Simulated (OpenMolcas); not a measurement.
Ir3+ (d6) among equal point charges was computed by CASSCF with the d shell active (OpenMolcas, ANO-RCC-VDZP on the metal). Its lowest spin-free states, and all those of the highest spin:

```csv
2S+1,Degeneracy,E (cm-1)
5,1,0.0
5,2,397.6
5,2,7638
3,1,13240
3,1,13423
3,2,13783
3,2,17724
3,2,18224
3,1,18661
3,1,19237
1,1,19595
3,2,20349
```

**Question.** Is the site octahedral, tetrahedral or cube-like, axial, or of lower symmetry?

**Answer.** The states with 2S+1 = 5 have orbital degeneracies 1, 2, 2. There are pairs but no triples, so the site is axial: not cubic, but with a proper or improper axis of order three or more. The run had Ir3+ among 6 point charges of -1 e arranged as a trigonal prism (D3h), 1.77 Å from the ion, with a polar angle of 52.0° against the regular 49.1°.

Without dynamic correlation the repulsion within the d shell is too large (B by tens of per cent), so at a given field states of lower spin stand too high. This shell can be high or low spin here, a state of another spin lies low, and with metal d orbitals alone active their balance is uncertain, so the ground spin may be wrong. Point charges give a weaker field than real ligands, and real ions of this kind are as a rule low spin; the high spin found here belongs to the model. This is an electrostatic model: the charges have no orbitals. No measured value stands beside these numbers.
